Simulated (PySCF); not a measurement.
C₅H₇O₂ (doublet state).
Z-matrix (Å and degrees, PBE0-D3(BJ)/def2-SVP geometry), rows numbered from 1:
```
C 
C   1  1.4371
O   2  1.2280  1  121.43
C   2  1.5241  1  117.91  3  -176.81
C   4  1.5263  2  108.13  1    89.55
C   5  1.5027  4  115.48  2    81.73
O   5  1.2060  4  120.88  2   -96.11
H   1  1.0926  2  118.26  3    -2.63
H   1  1.0922  2  121.83  3   175.42
H   4  1.0978  2  111.53  1   -29.15
H   4  1.0990  2  107.54  1  -150.76
H   6  1.1014  5  110.17  4   -44.45
H   6  1.0971  5  110.26  4  -167.50
H   6  1.1026  5  109.06  4    72.41
```

The hyperfine couplings belong to this conformer and change with its torsions.

Identity: `[CH2]C(=O)CC(C)=O` [radical].

Computed with UKS B3LYP, IGLO-III on C O, pcH-1 on H, non-relativistic, mean-field spin-orbit, GIAO (PySCF 2.14.0). One conformer (not necessarily the lowest) at the PBE0-D3(BJ)/def2-SVP geometry, without solvent, vibrations or thermal averaging.

**Question.** How many α and β electrons are there, and what is ⟨S²⟩ of the pure spin state?

**Answer.** 53 electrons with 2S = 1: 27 α and 26 β; S(S+1) = 0.75.

Mulliken spin populations, one withheld:

```csv
atom,bound to,population
C1,"C2, H8, H9",+0.8907
C2,"C1, O3, C4",?
O3,C2,+0.3023
C4,"C2, C5, H10, H11",+0.0027
C5,"C4, C6, O7",+0.0019
C6,"C5, H12, H13, H14",+0.0004
O7,C5,+0.0023
H8,C1,-0.0379
H9,C1,-0.0413
H10,C4,-0.0001
H11,C4,-0.0004
H12,C6,-0.0001
H13,C6,+0.0006
H14,C6,0.0000
```

**Question.** Complete the table.

**Answer.** 1 − (1.1211) gives -0.121, since all populations sum to 2S.

**Question.** How is the spin shared among the elements?

**Answer.** Carbon +0.77, oxygen +0.30, hydrogen -0.08. The positive populations sum to 1.20, the negative ones to -0.20.

**Question.** With ⟨S²⟩ = 0.7638, find the sum of squared α–β overlaps and estimate the admixture of higher spin.

**Answer.** Σ|⟨iα|jβ⟩|² over occupied orbitals = Nβ − [⟨S²⟩ − S(S+1)] = 26 − 0.0138 = 25.9862. If the quartet state (S + 1) were the only admixture, its weight would be 0.0138/(2S + 2) = 0.46 %. For Kohn–Sham this describes the determinant of the orbitals, not the true wave function.

**Question.** What Fermi-contact NMR shifts do the couplings of C2, C4, C5, C6, H8/H9, H10/H11, H12/H13/H14 imply at 200 K (Curie law, g = gₑ)?

**Answer.** δ = a_FC·h·gₑ μB S(S+1)/(3 g_N μN kT), with k/h = 20836.6 MHz/K:

```csv
nuclei,isotope,a_FC (MHz),g_N,contact shift (ppm)
C2,13C,-39.42,1.4048,-6189
C4,13C,-2.18,1.4048,-342
C5,13C,-2.62,1.4048,-411
C6,13C,1.94,1.4048,+304
H8/H9,1H,-54.09,5.5857,-2136
H10/H11,1H,-1.43,5.5857,-57
H12/H13/H14,1H,0.32,5.5857,+13
```

The sign follows the spin density at the nucleus: positive density means a positive shift. Entries for several nuclei are means.

Nuclei that the bonding pattern makes equivalent are averaged, as if the motion that swaps them (rotation, inversion, ring flip) were fast.
